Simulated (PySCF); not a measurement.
Frontier levels across methods

Species: C2H10OSi2.
Z-matrix (Å and degrees, PBE0-D3(BJ)/def2-SVP geometry), rows numbered from 1:
```
C 
C   1  1.5200
Si  2  1.9059  1  113.48
O   2  1.4206  1  111.84  3  -118.77
Si  4  1.6676  2  125.19  1   -74.72
H   1  1.1011  2  110.95  3   -59.90
H   1  1.1011  2  110.79  3    60.49
H   1  1.1027  2  111.32  3  -179.66
H   2  1.1100  1  108.76  3   119.90
H   3  1.4975  2  110.10  1    59.51
H   3  1.4925  2  109.70  1   179.63
H   3  1.4937  2  109.21  1   -60.11
H   5  1.4876  4  106.53  2  -162.58
H   5  1.4980  4  109.61  2   -42.78
H   5  1.4959  4  112.41  2    77.78
```

Basis pcSseg-1 throughout (PySCF), one geometry. Geometry: PBE0-D3(BJ)/def2-SVP, one conformer, isolated molecule.

**Question.** How do the orbital energies, the gap and the dipole change with the method?

**Answer.** 
```json
{"method": "BLYP", "kind": "GGA", "HOMO (eV)": "-6.39", "LUMO (eV)": "-0.38", "gap (eV)": "6.02", "μ (D)": "1.26", "SCF cycles": "15"}
{"method": "OPBE", "kind": "GGA", "HOMO (eV)": "-6.50", "LUMO (eV)": "-0.31", "gap (eV)": "6.19", "μ (D)": "1.29", "SCF cycles": "14"}
{"method": "PBE", "kind": "GGA", "HOMO (eV)": "-6.51", "LUMO (eV)": "-0.55", "gap (eV)": "5.96", "μ (D)": "1.27", "SCF cycles": "15"}
{"method": "B97-D", "kind": "GGA", "HOMO (eV)": "-6.53", "LUMO (eV)": "-0.35", "gap (eV)": "6.18", "μ (D)": "1.28", "SCF cycles": "14"}
{"method": "KT2", "kind": "GGA", "HOMO (eV)": "-6.62", "LUMO (eV)": "-0.70", "gap (eV)": "5.91", "μ (D)": "1.23", "SCF cycles": "14"}
{"method": "LDA", "kind": "LDA", "HOMO (eV)": "-6.62", "LUMO (eV)": "-0.83", "gap (eV)": "5.79", "μ (D)": "1.30", "SCF cycles": "15"}
{"method": "BP86", "kind": "GGA", "HOMO (eV)": "-6.63", "LUMO (eV)": "-0.59", "gap (eV)": "6.04", "μ (D)": "1.28", "SCF cycles": "15"}
{"method": "KT3", "kind": "GGA", "HOMO (eV)": "-6.64", "LUMO (eV)": "-0.53", "gap (eV)": "6.11", "μ (D)": "1.23", "SCF cycles": "14"}
{"method": "B97-2", "kind": "global hybrid", "HOMO (eV)": "-7.64", "LUMO (eV)": "0.38", "gap (eV)": "8.02", "μ (D)": "1.32", "SCF cycles": "12"}
{"method": "B3LYP", "kind": "global hybrid", "HOMO (eV)": "-7.67", "LUMO (eV)": "0.15", "gap (eV)": "7.81", "μ (D)": "1.31", "SCF cycles": "13"}
{"method": "PBE0", "kind": "global hybrid", "HOMO (eV)": "-7.89", "LUMO (eV)": "0.34", "gap (eV)": "8.23", "μ (D)": "1.33", "SCF cycles": "12"}
{"method": "mPW1PW91", "kind": "global hybrid", "HOMO (eV)": "-7.93", "LUMO (eV)": "0.37", "gap (eV)": "8.30", "μ (D)": "1.33", "SCF cycles": "12"}
{"method": "BHandHLYP", "kind": "global hybrid", "HOMO (eV)": "-9.18", "LUMO (eV)": "1.26", "gap (eV)": "10.44", "μ (D)": "1.37", "SCF cycles": "12"}
{"method": "CAM-B3LYP", "kind": "range-separated hybrid", "HOMO (eV)": "-9.26", "LUMO (eV)": "1.38", "gap (eV)": "10.64", "μ (D)": "1.33", "SCF cycles": "12"}
{"method": "wB97X-D", "kind": "range-separated hybrid", "HOMO (eV)": "-9.76", "LUMO (eV)": "2.14", "gap (eV)": "11.90", "μ (D)": "1.33", "SCF cycles": "12"}
{"method": "LC-wPBE", "kind": "range-separated hybrid", "HOMO (eV)": "-10.59", "LUMO (eV)": "2.57", "gap (eV)": "13.16", "μ (D)": "1.36", "SCF cycles": "13"}
{"method": "HF", "kind": "Hartree–Fock", "HOMO (eV)": "-11.20", "LUMO (eV)": "3.56", "gap (eV)": "14.75", "μ (D)": "1.45", "SCF cycles": "10"}
```

The HOMO spans 4.80 eV, from BLYP down to HF, and the gap runs from 5.79 eV (LDA) to 14.75 eV (HF). Over the methods BLYP (0 %), OPBE (0 %), PBE (0 %), B97-D (0 %), KT2 (0 %), LDA (0 %), BP86 (0 %), KT3 (0 %), B97-2 (21 %), B3LYP (20 %), PBE0 (25 %), mPW1PW91 (25 %), BHandHLYP (50 %), HF (100 %), a straight line through the gap against the share of exact exchange rises by 0.88 eV for each 10 % (correlation coefficient 0.999). The dipole ranges from 1.23 D (KT2) to 1.45 D (HF). This basis has no diffuse functions.
